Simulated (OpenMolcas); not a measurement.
Ti2+, Zr2+, Hf2+: d2 down the group

```
Program             : OpenMolcas 26.06
Method              : XMS-CASPT2, IPEA 0.25 Eh, imaginary shift 0.1 Eh
Basis               : ANO-RCC-VTZP
Scalar Hamiltonian  : DKH2, point nucleus
Spin-orbit coupling : RASSI with atomic mean-field integrals over the reference wave functions, term energies averaged over their components
```

Active space for each ion: 2 electrons in 6 orbitals (d s); closed shells correlated by CASPT2: Ti2+ 3s 3p; Zr2+ 4s 4p; Hf2+ 5s 5p.

Computed levels in cm-1 above 3F2:

```tsv
Level	Ti2+	Zr2+	Hf2+
3F3	198	701	3670
3F4	455	1524	6680
3P0	10970	8200	11450
3P1	11040	8480	11660
3P2	11180	9000	13150
1G4	14890	11420	15520
1S0	33300	23860	31770
weight of 3F in the lowest level (%)	100	99	76
```

Mixed levels, with the weight of the term that names them: Hf2+ 3P0 (52 %).

Measured, with the error of the calculation in %. Measured levels: Ti2+ from Corliss and Sugar, J. Phys. Chem. Ref. Data 8, 1 (1979); Zr2+ from Moore, Atomic Energy Levels, vol. II, NSRDS-NBS 35 (1971 reprint of NBS Circular 467, 1952); NIST levels as listed in Rynkun, Gaigalas and Jonsson, Astron. Astrophys. 637, A10 (2020).

```tsv
Level	Ti2+	Zr2+
3F3	185 (+7.2)	681 (+3.0)
3F4	420 (+8.3)	1486 (+2.6)
3P0	10538 (+4.1)	8062 (+1.7)
3P1	10604 (+4.1)	8326 (+1.8)
3P2	10721 (+4.3)	8838 (+1.9)
1G4	14398 (+3.4)	11049 (+3.4)
1S0	32476 (+2.6)	23979 (-0.5)
```

The fine-structure level 3F4 changes by a factor of 14.7 from Ti2+ to Hf2+.

Without spin-orbit coupling 3P lies 10840, 7780, 7980 cm-1 above 3F in that order; the difference to the level 3P0, of either sign, comes from spin-orbit coupling, which also lowers the zero.

CASPT2 breaks the degeneracy within a term, and the mean is taken; among the terms shown or strongly mixed into the levels shown the widest spread is 1500 cm-1 (3d2 1G, Ti2+). Over all roots computed the reference weight is 0.87 to 0.94 in Zr2+, 0.90 to 0.96 in Hf2+; the roots of lowest weight are the least certain, and an intruder state may touch them. Terms from blocks run as CI alone lack orbitals of their own. Configurations are named by rounded mean occupations; where the s occupation lies near a half they are strongly mixed, a name can repeat and a true partner stay unpaired (holds for Hf2+). Measured partners are found by configuration, term and J. A level has none where our copy of the source lacks it or the pairing is in doubt (some pairs that miss far off the trend of their configuration count as doubtful), and it then counts in no deviation. Levels of configurations outside the active space are missing.
